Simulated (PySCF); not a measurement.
**Polarisability and C₆ of Nb⁺ (niobium, charge +1)**

[Kr] 4d4, high-spin 5D determinant. Calculation: PySCF 2.14, in aug-cc-pVDZ-PP with ECP28MDF (5s5p4d2f, 54 functions); scalar relativity through the core potential. Coupled (time-dependent) response in atomic units; α is the mean over directions. A double-zeta set is small for polarisabilities.

```json
{"method": "UHF", "mean α (bohr³)": "22.95", "α xx, yy, zz": "20.24, 20.24, 28.38", "C₆ (like pair)": "145.9", "S(−4)": "398.4"}
{"method": "PBE", "mean α (bohr³)": "28.36", "α xx, yy, zz": "23.71, 23.71, 37.65", "C₆ (like pair)": "184.6", "S(−4)": "699.5"}
{"method": "PBE0", "mean α (bohr³)": "26.90", "α xx, yy, zz": "28.17, 28.17, 24.37", "C₆ (like pair)": "174.4", "S(−4)": "591.7"}
{"method": "BHandHLYP", "mean α (bohr³)": "24.35", "α xx, yy, zz": "24.37, 24.37, 24.32", "C₆ (like pair)": "155.2", "S(−4)": "471.2"}
```

S(−4) is the Cauchy moment in α(ω) = α(0) + S(−4) ω² + …

Spin-orbit coupling is absent.

α(iu) at UHF:

| u (hartree) | α(iu) (bohr³) |
| --- | --- |
| 0 | 22.95 |
| 0.0500 | 22.03 |
| 0.100 | 19.88 |
| 0.200 | 15.48 |
| 0.300 | 12.42 |
| 0.500 | 8.739 |
| 0.750 | 6.131 |
| 1.00 | 4.558 |
| 1.50 | 2.806 |
| 2.00 | 1.887 |
| 3.00 | 1.0000 |
| 5.00 | 0.4065 |

A single London oscillator, α(iu) = α/(1 + u²/ω²), gives C₆ = (3/4) ω α². Matching the computed C₆ needs ω = 4 × 145.9 / (3 × 22.95²) = 0.369 hartree.

For an ion, C₆ is the dispersion term alone; charge-induced terms of lower order in 1/R come first.

The components differ because the open shell of this determinant is not spherical; for a pure term their mean is the scalar polarisability.

Energies and moments cover only the electrons outside the core potential.
